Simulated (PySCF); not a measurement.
How methods differ on the interval between two levels of Pd(2+)

Pd(2+) [Kr] 4d8 [3F4, M_J = 4] → Pd(2+) [Kr] 4d7 5s1 [5F5, M_J = 5], as a difference of total energies. Calculation: PySCF 2.14, in x2c-SVPall-2c with one added diffuse shell each of s, p, d type (7s9p7d1f, 76 functions); the two-component X2C-1e Hamiltonian. Correlated levels: [Ar] 3d10 frozen; the 6 highest virtual spinors dropped. "Screened" scales the spin-orbit matrix elements by Boettger's factors to mimic the two-electron term; Breit and QED terms are absent.

```json
{"method": "GHF (spin-free)", "interval between two levels (cm⁻¹)": "51296"}
{"method": "GMP2 (spin-free)", "interval between two levels (cm⁻¹)": "54367"}
{"method": "GHF (screened spin-orbit)", "interval between two levels (cm⁻¹)": "50833"}
{"method": "GMP2 (screened spin-orbit)", "interval between two levels (cm⁻¹)": "53878"}
```

The labels give the starting determinants; with spin-orbit coupling the two ends relaxed to ⟨J²⟩ = 20.01, ⟨L²⟩ = 12.06, ⟨S²⟩ = 2.00 and ⟨J²⟩ = 30.01, ⟨L²⟩ = 12.17, ⟨S²⟩ = 5.94.
